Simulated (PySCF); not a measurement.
## Deuteron quadrupole couplings in `C=CP(C)[SiH3]`

Compound: C3H9PSi.
Cartesian coordinates in Å at the GFN2-xTB level; atoms count from 1:
```xyz
14
C3H9PSi angstrom
C     -0.5558   -2.1318    0.0568
C     -1.0473   -0.9440    0.3791
P     -0.1418    0.4835    1.0103
C      1.6011    0.0680    0.5462
Si    -0.6389    1.9040   -0.6494
H     -1.1980   -2.9355   -0.2656
H      0.4967   -2.3552    0.0988
H     -2.1180   -0.7732    0.3515
H      1.9925   -0.6803    1.2341
H      1.6611   -0.3060   -0.4744
H      2.2021    0.9706    0.6400
H     -0.2554    1.4271   -1.9828
H      0.0842    3.1444   -0.3662
H     -2.0832    2.1280   -0.6157
```

Level: PBE0/pcSseg-1 (PySCF, non-relativistic); Q(2H) = 0.00286 b; rigid geometry, the same for H and D, with no vibrational averaging.

Question: Rank these positions by the coupling χzz of a deuteron there, largest first.
A. H8 (vinylic hydrogen)
B. H10 (methyl hydrogen)
C. H13 (Si–H hydrogen)
D. H7 (vinylic hydrogen)

Answer: D (226 kHz), A (216 kHz), B (210 kHz), C (110 kHz).

Q: Tabulate Vzz, the asymmetry η and χzz = 234.96 MHz × Q × Vzz for every hydrogen position.

A: 
| atom | bonded to | bond length (Å) | Vzz (au) | η | χzz (kHz) |
| --- | --- | --- | --- | --- | --- |
| H6 | C1 | 1.078 | 0.3358 | 0.05 | 226 |
| H7 | C1 | 1.077 | 0.3370 | 0.06 | 226 |
| H8 | C2 | 1.085 | 0.3214 | 0.06 | 216 |
| H9 | C4 | 1.089 | 0.3144 | 0.01 | 211 |
| H10 | C4 | 1.089 | 0.3128 | 0.01 | 210 |
| H11 | C4 | 1.088 | 0.3156 | 0.02 | 212 |
| H12 | Si5 | 1.467 | 0.1610 | 0.01 | 108 |
| H13 | Si5 | 1.463 | 0.1635 | 0.01 | 110 |
| H14 | Si5 | 1.462 | 0.1646 | 0.01 | 111 |

Q: Average by the element that carries the hydrogen.

A: on C: 217 kHz over 6 positions, mean bond length 1.084 Å; on Si: 110 kHz over 3 positions, mean bond length 1.464 Å.

Q: How does χzz go with the bond length over the 6 C–H bonds?

A: A straight-line fit has a slope of -13.1 kHz for each 0.01 Å, with a correlation coefficient of -0.99, over lengths from 1.077 to 1.089 Å. The longer bonds have the smaller couplings here.

Geometry: GFN2-xTB, one conformer, isolated molecule. GFN2-xTB bond lengths can be off by several hundredths of an ångström, more for odd bonds, and the gradients follow them. With a basis this small, the couplings can be 20 % off.
